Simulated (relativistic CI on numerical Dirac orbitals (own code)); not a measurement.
# Calculated levels, Nb¹⁷⁺

Calculated at this level of theory: Dirac-Coulomb-Breit CI, orbitals from a KLI potential per configuration, model QED (radiative potential, 1s self-energy scaled to tabulated hydrogen-like ionisation energies), unscaled Slater integrals (own radial code, finite nucleus).

Configurations in the expansion (outside the closed core [Ne]): 3s²3p⁶3d⁶, 3s²3p⁵3d⁷, 3s²3p⁴3d⁸, 3s3p⁶3d⁷, 3p⁶3d⁸, 3s²3p⁶3d⁵4s, 3s3p⁵3d⁸, 3s²3p⁶3d⁵4p, 3s²3p⁶3d⁵4d, 3s²3p⁶3d⁵4f, 3s²3p⁶3d⁴4s², 3s²3p⁵3d⁶4s, 3s²3p⁴3d⁷4s, 3s²3p⁶3d⁴4s4p, 3s²3p⁴3d⁷4p, 3s²3p⁵3d⁶4p, 3s²3p⁶3d⁵5s, 3s²3p⁶3d⁴4p², 3s²3p⁶3d⁵5p, 3s²3p⁶3d⁴4s4d, 3s3p⁵3d⁷4s, 3s²3p⁶3d⁵5d, 3s3p⁶3d⁶4s, 3s²3p⁶3d⁵5f, 3s3p⁵3d⁷4p, 3s²3p⁵3d⁵4s², 3s3p⁶3d⁶4p, 3s²3p⁶3d⁵6p, 3p⁶3d⁷4s. Levels of other configurations are missing.

| No. | Configuration | Term | J | E (eV) | % | Landé g |
| --- | --- | --- | --- | --- | --- | --- |
| 41 | 3p⁵3d⁷(4F) | ⁵G° | 3 | 145.840 | 54 | 1.028 |
| 42 | 3p⁵3d⁷(4F) | ³D° | 2 | 146.397 | 32 | 1.106 |
| 43 | 3p⁵3d⁷(4P) | ⁵D° | 4 | 146.428 | 72 | 1.438 |
| 44 | 3p⁵3d⁷(4F) | ³D° | 2 | 146.742 | 37 | 1.207 |
| 45 | 3p⁵3d⁷(2G) | ³H° | 6 | 147.571 | 90 | 1.158 |
| 46 | 3p⁵3d⁷(2G) | ³G° | 4 | 148.146 | 51 | 1.141 |
| 47 | 3p⁵3d⁷(4F) | ⁵G° | 2 | 148.387 | 34 | 0.917 |
| 48 | 3p⁵3d⁷(4P) | ³P° | 1 | 148.757 | 52 | 1.056 |
| 49 | 3p⁵3d⁷(4F) | ⁵F° | 3 | 149.560 | 36 | 1.242 |
| 50 | 3p⁵3d⁷(4F) | ³D° | 1 | 149.870 | 35 | 0.769 |
| 51 | 3p⁵3d⁷(2D) | ³F° | 4 | 150.066 | 46 | 1.348 |
| 52 | 3p⁵3d⁷(2G) | ³H° | 5 | 151.173 | 65 | 1.118 |
| 53 | 3p⁵3d⁷(2G) | ³G° | 3 | 151.473 | 53 | 0.993 |
| 54 | 3p⁵3d⁷(4F) | ⁵F° | 2 | 151.891 | 29 | 1.355 |
| 55 | 3p⁵3d⁷(4F) | ⁵D° | 0 | 153.221 | 38 |  |
| 56 | 3p⁵3d⁷(2G) | ³H° | 4 | 153.986 | 31 | 1.065 |
| 57 | 3p⁵3d⁷(2H) | ³I° | 7 | 154.029 | 100 | 1.141 |
| 58 | 3p⁵3d⁷(2P) | ¹D° | 2 | 154.046 | 42 | 1.163 |
| 59 | 3p⁵3d⁷(4P) | ⁵D° | 3 | 154.611 | 36 | 1.400 |
| 60 | 3p⁵3d⁷(2G) | ¹H° | 5 | 154.722 | 46 | 1.112 |
| 61 | 3p⁵3d⁷(4F) | ⁵D° | 1 | 154.955 | 48 | 1.029 |
| 62 | 3p⁵3d⁷(4P) | ⁵P° | 2 | 155.171 | 25 | 1.540 |
| 63 | 3p⁵3d⁷(2G) | ¹F° | 3 | 155.496 | 35 | 1.034 |
| 64 | 3p⁵3d⁷(2F) | ¹G° | 4 | 156.913 | 31 | 1.042 |
| 65 | 3p⁵3d⁷(2D) | ³P° | 2 | 157.409 | 46 | 1.367 |
| 66 | 3p⁵3d⁷(4P) | ⁵P° | 3 | 157.792 | 37 | 1.415 |
| 67 | 3p⁵3d⁷(4F) | ⁵D° | 0 | 158.366 | 67 |  |
| 68 | 3p⁵3d⁷(2H) | ³H° | 5 | 158.904 | 26 | 1.043 |
| 69 | 3p⁵3d⁷(2H) | ³I° | 6 | 159.267 | 68 | 1.065 |
| 70 | 3p⁵3d⁷(2F) | ³F° | 4 | 159.470 | 38 | 1.135 |
| 71 | 3p⁵3d⁷(2D) | ³D° | 3 | 159.613 | 28 | 1.370 |
| 72 | 3p⁵3d⁷(2F) | ³F° | 2 | 159.802 | 41 | 0.746 |
| 73 | 3p⁵3d⁷(2D) | ³P° | 1 | 160.556 | 46 | 1.367 |
| 74 | 3p⁵3d⁷(4F) | ⁵D° | 2 | 161.117 | 65 | 1.401 |
| 75 | 3p⁵3d⁷(2H) | ³G° | 4 | 161.428 | 43 | 1.042 |
| 76 | 3p⁵3d⁷(4F) | ⁵D° | 1 | 161.560 | 39 | 0.925 |
| 77 | 3p⁵3d⁷(2F) | ³F° | 3 | 162.006 | 50 | 1.160 |
| 78 | 3p⁵3d⁷(2D) | ³D° | 3 | 162.671 | 25 | 1.189 |
| 79 | 3p⁵3d⁷(2H) | ³H° | 6 | 163.219 | 60 | 1.101 |
| 80 | 3p⁵3d⁷(2F) | ³F° | 2 | 163.271 | 28 | 1.144 |
| 81 | 3p⁵3d⁷(4F) | ⁵D° | 4 | 163.346 | 40 | 1.278 |
| 82 | 3p⁵3d⁷(4P) | ⁵P° | 1 | 163.420 | 56 | 1.909 |
| 83 | 3p⁵3d⁷(4P) | ⁵D° | 0 | 164.327 | 66 |  |
| 84 | 3p⁵3d⁷(2F) | ³G° | 5 | 164.951 | 80 | 1.162 |
| 85 | 3p⁵3d⁷(4P) | ⁵D° | 1 | 165.288 | 33 | 1.454 |
| 86 | 3p⁵3d⁷(2G) | ³F° | 2 | 165.380 | 65 | 0.853 |
| 87 | 3p⁵3d⁷(2G) | ³H° | 4 | 165.695 | 29 | 1.092 |
| 88 | 3p⁵3d⁷(2D) | ³D° | 1 | 165.756 | 36 | 0.959 |
| 89 | 3p⁵3d⁷(4P) | ⁵P° | 2 | 166.835 | 34 | 1.420 |
| 90 | 3p⁵3d⁷(2D) | ³D° | 3 | 166.904 | 43 | 1.185 |
| 91 | 3p⁵3d⁷(2F) | ³D° | 2 | 167.149 | 25 | 1.237 |
| 92 | 3p⁵3d⁷(2H) | ³G° | 3 | 168.088 | 52 | 0.920 |
| 93 | 3p⁵3d⁷(2H) | ³H° | 5 | 169.027 | 44 | 1.052 |
| 94 | 3p⁵3d⁷(2F) | ³D° | 1 | 169.975 | 72 | 0.806 |
| 95 | 3p⁵3d⁷(2D) | ³D° | 2 | 170.116 | 44 | 1.195 |
| 96 | 3p⁵3d⁷(2P) | ³P° | 0 | 171.213 | 75 |  |
| 97 | 3p⁵3d⁷(2F) | ³G° | 4 | 171.462 | 45 | 1.029 |
| 98 | 3p⁵3d⁷(2F) | ³G° | 3 | 172.080 | 41 | 1.001 |
| 99 | 3p⁵3d⁷(2D) | ³F° | 2 | 173.061 | 50 | 0.903 |
| 100 | 3p⁵3d⁷(2H) | ³I° | 5 | 173.098 | 45 | 0.956 |
| 101 | 3p⁵3d⁷(2D) | ³D° | 3 | 174.000 | 54 | 1.227 |
| 102 | 3p⁵3d⁷(2D) | ³D° | 1 | 174.479 | 45 | 0.950 |
| 103 | 3p⁵3d⁷(2D) | ³F° | 4 | 174.668 | 78 | 1.196 |
| 104 | 3p⁵3d⁷(2P) | ³S° | 1 | 175.684 | 46 | 1.570 |
| 105 | 3p⁵3d⁷(2D) | ³D° | 3 | 175.694 | 52 | 1.162 |
| 106 | 3p⁵3d⁷(2F) | ³D° | 2 | 176.013 | 65 | 1.179 |
| 107 | 3p⁵3d⁷(2D) | ³P° | 0 | 176.219 | 97 |  |
| 108 | 3p⁵3d⁷(2H) | ³G° | 4 | 176.373 | 35 | 1.031 |
| 109 | 3p⁵3d⁷(2D) | ¹F° | 3 | 176.391 | 28 | 1.061 |
| 110 | 3p⁵3d⁷(2F) | ³G° | 4 | 177.548 | 41 | 1.090 |

Energies count from the lowest computed level; ° marks odd parity. Percentages are summed over parent terms; the parents shown are those of the largest component, closed shells are left out there.

The mean weight of the leading LS term, summed over parents, in these 70 levels is 48 %, and that of the leading jj configuration (from the same eigenvectors) 49 %.

At this charge energies of transitions that change n are usually good to better than 1 %, and those within a shell (Δn = 0) to a few per cent. Terms inside the open d or f shell come out 10 to 20 % too wide with unscaled integrals.

LS names give the leading component of a level, which can be under half, so a name can repeat, a term be missing and a line seem to break the LS rules.
